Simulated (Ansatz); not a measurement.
Basis-set series for C₂H₇BSi, SMILES `BC1C[SiH2]1`. The species carries charge 0 and has multiplicity 1. The structure was optimised at the PBE0-D4/def2-TZVP level.

```json
{"functional": "PBE0-D4", "basis": "def2-TZVPP", "functions": "233", "energy (Eh)": "-394.51116", "HOMO (eV)": "-7.23", "LUMO (eV)": "-0.25"}
{"functional": "PBE0-D4", "basis": "def2-QZVPP", "functions": "451", "energy (Eh)": "-394.52731", "HOMO (eV)": "-7.23", "LUMO (eV)": "-0.35"}
{"functional": "ωB97M-V", "basis": "def2-TZVPP", "functions": "233", "energy (Eh)": "-394.67690", "HOMO (eV)": "-9.30", "LUMO (eV)": "1.43"}
{"functional": "ωB97M-V", "basis": "def2-QZVPP", "functions": "451", "energy (Eh)": "-394.69191", "HOMO (eV)": "-9.30", "LUMO (eV)": "1.07"}
```

Task: Give the rows for def2-SVP. (An estimate is asked.)

Result: Computed: 
```
functional     basis  functions  energy (Eh)  HOMO (eV)  LUMO (eV)
   PBE0-D4  def2-SVP         95   -394.29521      -7.25      -0.08
   ωB97M-V  def2-SVP         95   -394.45242      -9.30       1.90
```

Positive LUMOs are unbound and depend on the basis.
